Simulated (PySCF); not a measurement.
Structure with atom numbers: `[CH3:1]/[CH:2]=[C:3](/[CH2:4][CH3:5])[CH2:6][SiH3:7]`. Hydrogens are named by the atom that carries them.

- coordinates at the GFN2-xTB level
- PBE0/pcSseg-1 with gauge-including orbitals
- run in PySCF 2.14
- relativity neglected, in vacuum, a single conformation, one averaged value for each set of equivalent atoms

Referencing at the same level of theory: TMS for ¹³C (186.93 ppm).

Question: Do the ¹³C shifts follow the atomic charges (in e)? Tabulate both.

Answer: 
```csv
atoms,hybridisation,δ (ppm),σ para (ppm),Hirshfeld,IAO,Mulliken,ESP-fitted
C3,sp2,146.5,-223,+0.00,+0.00,-0.36,-0.24
C2,sp2,125.4,-194,-0.06,-0.18,-0.15,+0.04
C4,sp3,36.7,-97,-0.07,-0.25,-0.16,+0.04
C5,sp3,17.8,-78,-0.12,-0.41,-0.26,-0.10
C1,sp3,17.5,-80,-0.12,-0.42,-0.20,-0.42
C6,sp3,13.9,-79,-0.15,-0.54,-0.43,-0.33
```

Correlation coefficients of δ with charge over these carbons: Hirshfeld +0.88, IAO +0.92, Mulliken +0.05, ESP-fitted +0.31; with the paramagnetic shielding -1.00. Among the 4 sp3 carbons alone: Hirshfeld +0.95, IAO +0.95, Mulliken +0.71, ESP-fitted +0.79. With so few points, grouped by hybridisation, these coefficients are fragile. Charge is one influence among several: hybridisation and low-lying excitations act through the paramagnetic term.

Shifts are as computed. Against solution values, carbons near 30 ppm lie about +3 ppm off and those near 130 ppm about +5 ppm. Of 1309 compounds with measured shifts, 239 miss one by over three times the rms of a fit or turn the order of signals round; such compounds aren't used in these exercises.
